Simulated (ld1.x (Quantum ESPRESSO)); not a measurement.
## Ga (Z = 31), ultrasoft: configuration errors across variants

```json
{
  "Element": "gallium",
  "Generator": "ld1.x (Quantum ESPRESSO) 7.5",
  "Type": "ultrasoft",
  "Functional": "PBE",
  "Relativity": "scalar-relativistic",
  "Frozen core": "[Ar]",
  "Valence charge": "13",
  "Reference configuration": "3d10 4s1.5 4p1.5",
  "Partial waves": "4s (bound): rcut 1.65, rcutus 1.95 bohr; 4s channel at 1.3 Ry: rcut 1.65, rcutus 1.95 bohr; 4p (bound): rcut 2.05, rcutus 2.25 bohr; 4p channel at 2.5 Ry: rcut 2.05, rcutus 2.25 bohr; 3d (bound): rcut 1.15, rcutus 1.40 bohr; 3d channel at 1.55 Ry: rcut 1.15, rcutus 1.40 bohr",
  "Local potential": "all-electron potential smoothed inside 2.25 bohr (lloc = -1)",
  "Core correction": "a·sin(br)/r model core inside 0.80 bohr",
  "Augmentation charge": "built from norm-conserving waves at rcut, not smoothed further"
}
```

All-electron excitation energies from the reference (eV): (1) 3d10 4s2 4p1 -3.228; (2) 3d10 4s2 4p0 2.460; (3) 3d10 4s1 4p0 23.588; (4) 3d10 4s0 4p0 54.860; (5) 3d10 4s0 4p3 10.143; (6) 3d9 4s0 4p0 118.736; (7) 3d10 4s2 4p1.3 -3.762.

Tests that are not counted but printed errors over 1 eV. “type PAW; local potential all-electron potential smoothed inside 1.55 bohr (lloc = -1); augmentation PSQ, inside the norm-conserving radii”: 3d9 4s0 4p0 (solver errors, printed error -1346 eV).

2 further variants failed, have other tests or another functional or relativity, and are left out.

A true bound ghost makes a file unfit for plane-wave use even where its test errors are small: the radial tests pick states by their node count and pass the ghost by.

Errors AE − PS in meV (a dash: test not solved or not reliable):

```csv
change,(1),(2),(3),(4),(5),(6),(7),bound ghosts
base,-0.4,-1.9,-13,-58,-9.7,-1512,-0.7,not determined
"wave 4s channel at 1.3 Ry: rcut 1.65, rcutus 1.95 bohr becomes 4s channel at -0.5 Ry: rcut 1.65, rcutus 1.95 bohr",-0.4,-1.9,-13,-58,-9.7,-1512,-0.7,not determined
local potential all-electron potential smoothed inside 0.88 bohr (lloc = -1),-0.2,-1.8,-13,-56,–,–,–,s
core correction a·sin(br)/r model core inside 1.74 bohr,+0.1,-1.5,-2.2,+26,-3.6,-1285,-0.1,not determined
"type PAW; local potential all-electron potential smoothed inside 1.55 bohr (lloc = -1); augmentation PSQ, inside the norm-conserving radii",+0.2,-0.4,-4.0,-15,-1.8,–,+0.2,none
local potential all-electron potential smoothed inside 1.15 bohr (lloc = -1),-0.4,-1.9,-14,-56,-9.0,-1380,-0.6,s
```

(1) Give the same row for: waves 4p (bound): rcut 1.62, rcutus 1.72 bohr; 4p channel at 2.5 Ry: rcut 1.62, rcutus 1.72 bohr.

## Answers

(1) -0.2, -1.0, -12, -59, -5.2, -1549, -0.1; bound ghosts: not determined.
